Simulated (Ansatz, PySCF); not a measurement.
Dissociation curve of GeSe, singlet.

Levels of theory: UHF/cc-pVTZ (Ansatz, a first-principles code); RHF/cc-pVTZ (Ansatz); UKS-PBE = unrestricted PBE/cc-pVTZ (Ansatz); RKS-PBE = restricted PBE/cc-pVTZ (Ansatz); UKS-B3LYP = unrestricted B3LYP/cc-pVTZ (Ansatz); RKS-B3LYP = restricted B3LYP/cc-pVTZ (Ansatz); UKS-B3LYP/6-31G* = unrestricted B3LYP/6-31G*, spherical d (PySCF); RKS-B3LYP/6-31G* = restricted B3LYP/6-31G*, spherical d (PySCF 2.14.0).

Scanned distances (Å): 1.72, 1.80, 1.94, 2.01, 2.07, 2.14, 2.23, 2.29, 2.35, 2.44, 2.66, 2.86, 3.17, 3.54, 3.93, 4.37, 4.70, 5.29, 5.69, 6.33, 7.47, 8.56.

Problem. Where does the unrestricted solution first break spin symmetry (<S²> of 0.01 or more)?

Solution. UHF: between 2.23 and 2.29 Å; UKS-PBE: between 2.66 and 2.86 Å; UKS-B3LYP: between 2.66 and 2.86 Å; UKS-B3LYP/6-31G*: between 2.66 and 2.86 Å.

```tsv
R / Å	<S²> UHF	E(RHF) − E(UHF) / kcal/mol	<S²> UKS-PBE	E(RKS-PBE) − E(UKS-PBE) / kcal/mol	<S²> UKS-B3LYP	E(RKS-B3LYP) − E(UKS-B3LYP) / kcal/mol	<S²> UKS-B3LYP/6-31G*	E(RKS-B3LYP/6-31G*) − E(UKS-B3LYP/6-31G*) / kcal/mol
1.72	0.00	0.0	0.00	0.0	0.00	0.0	0.00	0.0
1.80	0.00	0.0	0.00	0.0	0.00	0.0	0.00	0.0
1.94	0.00	0.0	0.00	0.0	0.00	0.0	0.00	0.0
2.01	0.00	0.0	0.00	0.0	0.00	0.0	0.00	0.0
2.07	0.00	0.0	0.00	0.0	0.00	0.0	0.00	0.0
2.14	0.00	0.0	0.00	0.0	0.00	0.0	0.00	0.0
2.23	0.00	0.0	0.00	0.0	0.00	0.0	0.00	0.0
2.29	0.05	0.0	0.00	0.0	0.00	0.0	0.00	0.0
2.35	0.48	0.7	0.00	0.0	0.00	0.0	0.00	0.0
2.44	0.71	4.4	0.00	0.0	0.00	0.0	0.00	0.0
2.66	0.92	17.3	0.00	0.0	0.00	0.0	0.00	0.0
2.86	1.08	29.9	0.23	0.2	0.40	0.9	0.45	1.2
3.17	1.55	48.0	0.78	3.4	0.91	6.1	0.94	6.5
3.54	1.83	63.1	1.19	8.9	1.21	15.2	1.25	15.6
3.93	2.02	73.2	1.46	14.6	1.53	25.1	1.54	25.4
4.37	2.02	79.6	1.64	19.7	1.74	35.2	1.75	35.7
4.70	2.02	82.2	1.72	22.6	1.82	41.2	1.83	41.8
5.29	2.02	84.6	1.82	26.4	1.90	47.7	1.94	48.7
5.69	2.02	85.3	1.85	28.2	1.93	49.3	1.96	51.1
6.33	2.02	85.8	1.88	30.2	1.96	50.6	1.98	52.9
7.47	2.02	86.2	1.90	31.7	1.99	51.7	1.99	54.3
8.56	2.02	86.3	1.91	32.1	2.00	52.4	0.00	—
```

Dashes: no converged value, or the column stops at the first point that the program doubted or that broke a chosen test of continuity, which isn't proof of a fault.
